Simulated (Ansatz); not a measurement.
Ansatz (a program for electronic structure) job for diarsenic anion (As₂), SMILES [As]#[As] (connectivity only; charge and spin as stated), charge -1, multiplicity 2, PBE-D3(BJ)/def2-TZVPD. 

Ansatz 0.2 input:
```yaml
crystal:
  periodic: [false, false, false]
  atoms:
    - {symbol: As, position_ang: [0.00000000, 0.00000000, -1.09154214]}
    - {symbol: As, position_ang: [0.00000000, 0.00000000, 1.09154214]}
basis:
  gaussian:
    orbitals: def2-TZVPD
hamiltonian:
  xc: pbe
  dispersion: d3bj
total_charge: -1
magnetization: {spin_polarized: true, initial_magnetization: 1}
relax: {f_tol: 0.002, max_steps: 200}
```

Program output:

```
WARN ansatz: RAYON_NUM_THREADS=1 ignored (pool sized by the plan → 1); use --threads N
Functional definition: PBE
integrals: 0.04 GiB planned
814 factors; their error is unknown
mean field: 0.35 GiB planned
mean field evaluation 1: about -121664.7580 eV, gradient 2.3e1 eV
mean field evaluation 2: about -121664.2050 eV, gradient 2.8e1 eV
mean field evaluation 4: about -121665.4153 eV, gradient 2.7e0 eV
mean field evaluation 8: about -121665.4716 eV, gradient 4.7e-1 eV
mean field evaluation 16: about -121665.4665 eV, gradient 4.9e-5 eV
mean field evaluation 32: about -121662.5931 eV, gradient 4.7e0 eV
mean field -121665.46646274 eV, -4471.1234246904 hartree, gradient 2.8e-6 eV, S^2 0.752231; 2 other end points of the search recorded, 0 dependent functions left out
the calculation of the forces begins
reference -121665.46649129 eV, -4471.1234257397 hartree; 34, 33 occupied and 74, 75 virtual orbitals, 814 factors
relax step   1: F+E_penalty+E_count = -121665.50909996 eV  Δ(F+E_penalty+E_count) = +0.000e0 eV  max|allowed force component| = 4.684e-1 eV/Å  Δτ_max = 0.0000 Å  (65 SCF iters, accepted)
these checks for a lower state are left out or cut short: starts, cluster_reference, orbital_swaps, neighbouring_geometries, increment
integrals: 0.04 GiB planned
814 factors; their error is unknown
mean field: 0.34 GiB planned
mean field -121665.47185021 eV, -4471.1236226763 hartree, gradient 1.5e-5 eV, S^2 0.752224; 0 other end points of the search recorded, 0 dependent functions left out
the calculation of the forces begins
reference -121665.47187875 eV, -4471.1236237251 hartree; 34, 33 occupied and 74, 75 virtual orbitals, 814 factors
relax step   2: F+E_penalty+E_count = -121665.51445377 eV  Δ(F+E_penalty+E_count) = -5.354e-3 eV  max|allowed force component| = 4.304e-2 eV/Å  Δτ_max = 0.0129 Å  (33 SCF iters, accepted)
these checks for a lower state are left out or cut short: starts, cluster_reference, orbital_swaps, neighbouring_geometries, increment
integrals: 0.04 GiB planned
814 factors; their error is unknown
mean field: 0.35 GiB planned
mean field -121665.47189619 eV, -4471.1236243663 hartree, gradient 6.5e-5 eV, S^2 0.752225; 0 other end points of the search recorded, 0 dependent functions left out
the calculation of the forces begins
reference -121665.47192474 eV, -4471.1236254152 hartree; 34, 33 occupied and 74, 75 virtual orbitals, 814 factors
relax step   3: F+E_penalty+E_count = -121665.51450275 eV  Δ(F+E_penalty+E_count) = -4.898e-5 eV  max|allowed force component| = 9.217e-4 eV/Å  Δτ_max = 0.0011 Å  (25 SCF iters, accepted)
integrals: 0.04 GiB planned
814 factors; their error is unknown
mean field: 0.35 GiB planned
mean field evaluation 64: about -121665.4719 eV, gradient 1.8e-2 eV
mean field -121665.47189619 eV, -4471.1236243663 hartree, gradient 6.5e-5 eV, S^2 0.752225; 3 other end points of the search recorded, 0 dependent functions left out
the calculation of the forces begins
reference -121665.47192474 eV, -4471.1236254152 hartree; 34, 33 occupied and 74, 75 virtual orbitals, 814 factors
Total energy: -121665.51453129 eV, -4471.1251911773 hartree
Atom 0 at     0.000000     0.000000    -1.103292 Å, force    -0.000000    -0.000000     0.000922 eV/Å
Atom 1 at    -0.000000    -0.000000     1.103292 Å, force    -0.000000     0.000000    -0.000922 eV/Å
Dipole moment:    -0.000000     0.000000     0.000000 e Å
```

The run converged.

Cost: about 12 core-seconds (a rough figure).
